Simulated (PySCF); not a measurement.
Compound: SbMe2Br, C2H6BrSb.
Geometry (PBE0-D3(BJ)/def2-SVP, Å), atoms numbered from 1 in this order:
```xyz
10
C2H6BrSb angstrom
Sb    -0.2461   -0.4417    1.2203
C      1.5274   -0.5233   -0.0157
H      1.2379   -0.6485   -1.0681
H      2.1583   -1.3668    0.2967
H      2.0893    0.4151    0.1080
C     -1.2243    1.0509   -0.0030
H     -2.2916    1.0934    0.2544
H     -1.1111    0.7963   -1.0656
H     -0.7649    2.0308    0.1978
Br    -1.3749   -2.4062    0.0751
```

Level of theory: PySCF, TDDFT wB97X-D/def2-SVPD, vertical, gas phase, core orbitals frozen in the response, def2 core potentials past Kr. Spin–orbit coupling is left out. The geometry optimisation had not met its thresholds, so the values belong to a structure short of the stationary point.

Task: List the vertical singlet excitations with oscillator strengths and describe the spectrum.

Result: 

```csv
state,E (eV),λ (nm),f,"main configurations (H = HOMO, L = LUMO)"
S1,4.47,277.5,0.059,H→L (97%)
S2,5.22,237.5,0.0024,H-1→L (97%)
S3,5.81,213.2,0.043,H-2→L (93%)
S4,6.04,205.3,0.135,H→L+1 (92%)
S5,6.55,189.4,0.021,H-3→L (94%)
S6,6.63,187.1,0.113,"H→L+3 (46%), H→L+2 (44%)"
S7,6.99,177.3,0.022,"H-1→L+1 (78%), H-4→L (15%)"
S8,7.21,171.9,0.066,"H→L+2 (48%), H→L+3 (40%)"
S9,7.44,166.6,0.020,H-2→L+1 (94%)
S10,7.60,163.1,0.554,"H-4→L (57%), H-1→L+1 (12%)"
```

Triplets (Tamm–Dancoff): T1 3.71 eV, H→L (96%); T2 4.87 eV, H-1→L (96%); T3 5.05 eV, H→L+1 (88%); T4 5.26 eV, H-2→L (93%).

The lowest singlet comes at 277 nm (431 kJ/mol) in the ultraviolet; it is of moderate strength; its leading configuration is HOMO→LUMO (97%). The most intense listed level is S10 at 7.60 eV (163 nm, f = 0.554), 3.13 eV above S1. It is the last of those listed, so stronger ones may follow. Löwdin shares by element: HOMO antimony 47%, bromine 28%, carbon 21%; LUMO antimony 54%, bromine 30%, carbon 11%. Weighted by f, the mean energy of these states is 6.97 eV. Of the 10 states listed, 9 reach f = 0.01 and none stays under 0.0005. The listed states span 3.13 eV, and the widest gap between neighbours is 0.75 eV (S1 to S2). No computed singlet lies in the visible range (380 to 750 nm); the lowest, at 277 nm, stands 1.21 eV above its violet end (3.26 eV). All these states lie below the vertical ionisation energy of 9.01 eV (ΔSCF). Only the lowest 10 singlets were computed, as vertical energies without vibronic structure.
